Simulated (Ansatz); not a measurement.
One change: `[OH][Zr]([OH])([OH])[I]` becomes `[OH][Zr]([OH])([OH])[SH]`.

Ansatz, PBE0-D4/def2-TZVP geometries, multiplicity 1. Each molecule was computed in one conformer, which needn't be the lowest.

Elements past krypton have def2 core potentials.

| property | `[OH][Zr]([OH])([OH])[I]` |
| --- | --- |
| HOMO–LUMO gap (ωB97M-V/def2-TZVPP) / eV | 9.85 |
| HOMO energy (PBE/def2-TZVPP) / eV | -6.09 |
| size of the dipole moment (ωB97M-V/def2-TZVPP) / D | 4.25 |
| LUMO energy (B3LYP/def2-TZVPP) / eV | -0.75 |
| size of the dipole moment (PBE/def2-TZVPP) / D | 4.02 |
| HOMO–LUMO gap (B3LYP/def2-TZVPP) / eV | 6.22 |

Problem. What does the change do to each property? (Estimate.)

Solution. Ansatz gave: 
```tsv
property	`[OH][Zr]([OH])([OH])[SH]`	shift
HOMO–LUMO gap (ωB97M-V/def2-TZVPP) / eV	9.72	-0.13
HOMO energy (PBE/def2-TZVPP) / eV	-5.73	0.36
size of the dipole moment (ωB97M-V/def2-TZVPP) / D	3.53	-0.72
LUMO energy (B3LYP/def2-TZVPP) / eV	-0.65	0.10
size of the dipole moment (PBE/def2-TZVPP) / D	3.39	-0.63
HOMO–LUMO gap (B3LYP/def2-TZVPP) / eV	6.04	-0.18
```

With PBE0 the HOMO rises by 0.27 eV and the LUMO rises by 0.12 eV, so the gap narrows by about 0.15 eV. PBE moves the HOMO by 0.36 eV and ωB97M-V by 0.19 eV. The zero-point energy changes by 20.6 kJ/mol with +3 modes. Dipoles are sizes alone; their direction can turn.

B3LYP here is the variant with VWN-RPA as its local correlation; programs differ in this.

Spin–orbit coupling is left out; it splits and shifts lone-pair levels of the heavy atoms by tenths of an eV.
